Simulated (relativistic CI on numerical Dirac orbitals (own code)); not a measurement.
Energy levels of Hf LXX

Method of calculation: Dirac-Coulomb-Breit CI, KLI orbitals optimised for each configuration, model QED, unscaled Slater integrals (own radial code, finite nucleus).

Configurations in the expansion (outside the closed core 1s2): 2s, 2p, 3s, 3p, 3d, 4s, 4p, 4d, 4f, 5s, 5p, 5d, 5f, 5g, 6s, 6p, 6d. Levels of other configurations are missing.

The lowest level is 2s 2S_1/2, with 100 % of that term; Hund's rules for 2s give 2S with J = 1/2, in agreement.

```
No.  Configuration  Term    J   E (eV)    %  Next component (%)  Landé g  Lifetime (s)
  1             2s    2S  1/2      0.0  100                        1.954              
  2             2p   2P°  1/2    185.5  100                        0.618      1.04e-10
  3             2p   2P°  3/2   1513.6  100                        1.298      1.65e-13
  4             3s    2S  1/2  10467.8  100                        1.981      3.69e-15
  5             3p   2P°  1/2  10517.9  100                        0.645      1.52e-15
  6             3p   2P°  3/2  10913.8  100                        1.318      2.11e-15
  7             3d    2D  3/2  10925.9  100                        0.784      5.83e-16
  8             3d    2D  5/2  11038.6  100                        1.185      6.45e-16
  9             4s    2S  1/2  14054.5  100                        1.991      5.51e-15
 10             4p   2P°  1/2  14074.8  100                        0.654      2.62e-15
 11             4p   2P°  3/2  14240.8  100                        1.325      3.44e-15
 12             4d    2D  3/2  14245.9  100                        0.791      1.34e-15
 13             4d    2D  5/2  14293.7  100                        1.192      1.49e-15
 14             4f   2F°  5/2  14293.9  100                        0.848      2.87e-15
 15             4f   2F°  7/2  14317.1  100                        1.135      2.96e-15
 16             5s    2S  1/2  15686.5  100                        1.995      8.79e-15
 17             5p   2P°  1/2  15696.7  100                        0.659      4.49e-15
 18             5p   2P°  3/2  15781.1  100                        1.328      5.72e-15
 19             5d    2D  3/2  15783.7  100                        0.794      2.55e-15
 20             5d    2D  5/2  15808.2  100                        1.195      2.86e-15
 21             5f   2F°  5/2  15808.3  100                        0.851      5.49e-15
 22             5g    2G  7/2  15820.2  100                        0.883      9.52e-15
 23             5f   2F°  7/2  15820.2  100                        1.138      5.68e-15
 24             5g    2G  9/2  15827.2  100                        1.106      9.66e-15
 25             6s    2S  1/2  16561.9  100                        1.997      1.37e-14
 26             6p   2P°  1/2  16567.7  100                        0.661      7.25e-15
 27             6p   2P°  3/2  16616.3  100                        1.330      9.12e-15
 28             6d    2D  3/2  16617.8  100                        0.796      4.37e-15
 29             6d    2D  5/2  16631.9  100                        1.197      4.89e-15
```

Energies count from the lowest computed level; ° marks odd parity; lifetimes are radiative, by E1, M1, E2, M2 decay to levels of this space only.

The mean weight of the leading LS term, summed over parents, in these 29 levels is 100 %, and that of the leading jj configuration (from the same eigenvectors) 100 %.

At this charge energies of transitions that change n are usually good to better than 1 %, and those within a shell (Δn = 0) to a few per cent.
